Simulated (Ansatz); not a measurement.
Total energies of FH₅O₂SiSn, SMILES `[OH][SnH]([F])[O][SiH3]`.

Z-matrix (Å, degrees):
```
Sn
F 1 1.912
O 1 1.933 2 103.8
O 1 1.937 2 105.7 3 115.5
H 1 1.682 2 112.3 3 -120.9
Si 3 1.640 1 134.9 2 59.3
H 4 0.961 1 113.4 2 -42.5
H 6 1.492 3 110.5 1 12.9
H 6 1.485 3 109.1 1 132.5
H 6 1.485 3 110.3 1 -107.4
```

Total charge 0; spin multiplicity 1. Correlated methods include outer-core shells of Sn, which these sets cover unevenly. Sn: def2 effective core potential. The geometry is a stationary point of PBE0-D4/def2-TZVP. It is one conformer, not always the lowest. Basis def2-TZVPP, the Gaussian-basis code of Ansatz.

RPA on PBE orbitals: Hartree–Fock energy of these orbitals -754.51115 Eh, correlation -1.80823 Eh (frozen core).

```csv
functional,kind,energy without D4 (Eh),D4 term (kJ/mol)
LDA (SPW92),LDA,-754.07609,–
BLYP,GGA,-757.22627,-45.3
r2SCAN,meta-GGA,-757.25982,-5.2
PBE0,"global hybrid, 25 % exact exchange",-756.93855,-18.3
B3LYP,"global hybrid, 20 %",-757.41611,-34.5
r2SCAN0,"meta-GGA hybrid, 25 %",-757.18781,-6.3
BHLYP,"global hybrid, 50 %",-757.13890,-29.2
LC-ωPBE,long-range corrected hybrid,-757.12650,–
ωB97M-V,range-separated hybrid meta-GGA with VV10,-757.17572,–
B2PLYP,double hybrid,-756.84340,–
```

(1) Give the same for PBE, revPBE, B97M-V, r2SCANh, HSE06 (plane-wave form), CAM-B3LYP, ωB97X-V, PBE-QIDH. (Estimate.)

B3LYP takes the VWN-RPA correlation (the form of Gaussian; ORCA's B3LYP/G). HSE06 is the plane-wave form, built on full-range PBE exchange. The double hybrids freeze the cores in their second-order part.

## Answers

(1) The calculation gave: 
| functional | kind | energy without D4 (Eh) | D4 term (kJ/mol) |
| --- | --- | --- | --- |
| PBE | GGA | -756.90120 | -21.3 |
| revPBE | GGA | -757.20975 | -56.1 |
| B97M-V | meta-GGA with VV10 | -757.16735 | – |
| r2SCANh | meta-GGA hybrid, 10 % | -757.23027 | -5.7 |
| HSE06 (plane-wave form) | screened hybrid | -756.91931 | -17.3 |
| CAM-B3LYP | range-separated hybrid | -757.24400 | -18.9 |
| ωB97X-V | range-separated hybrid GGA with VV10 | -757.17252 | – |
| PBE-QIDH | double hybrid | -756.63378 | – |

LC-ωPBE has ω = 0.4 bohr⁻¹.
